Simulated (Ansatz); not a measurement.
`Cl[C@@H]1[SiH2][C@H]1Cl` and `F[C@H]1[SiH2][C@@H]1Cl` differ in one atom or group (the configuration at a centre changes too).

Ansatz, PBE0-D4/def2-TZVP geometries, multiplicity 1. 

```tsv
property	`Cl[C@@H]1[SiH2][C@H]1Cl`
size of the dipole moment (ωB97M-V/def2-TZVPP) / D	2.11
LUMO energy (B3LYP/def2-TZVPP) / eV	-1.03
HOMO energy (ωB97M-V/def2-TZVPP) / eV	-9.36
LUMO energy (ωB97M-V/def2-TZVPP) / eV	1.00
HOMO energy (B3LYP/def2-TZVPP) / eV	-7.03
HOMO energy (PBE0/def2-TZVPP) / eV	-7.25
```

What does the change do to each property? (An estimate is asked.)

Computed: 
```
                                          property  `F[C@H]1[SiH2][C@@H]1Cl`  shift
size of the dipole moment (ωB97M-V/def2-TZVPP) / D                      2.17   0.06
               LUMO energy (B3LYP/def2-TZVPP) / eV                     -0.88   0.15
             HOMO energy (ωB97M-V/def2-TZVPP) / eV                     -9.49  -0.13
             LUMO energy (ωB97M-V/def2-TZVPP) / eV                      1.12   0.12
               HOMO energy (B3LYP/def2-TZVPP) / eV                     -7.14  -0.11
                HOMO energy (PBE0/def2-TZVPP) / eV                     -7.35  -0.10
```

With PBE0 the HOMO falls by 0.10 eV and the LUMO rises by 0.16 eV, so the gap widens by about 0.26 eV. PBE moves the HOMO by -0.07 eV and ωB97M-V by -0.13 eV. Dipoles are sizes alone; their direction can turn.

B3LYP here is the variant with VWN-RPA as its local correlation; programs differ in this.
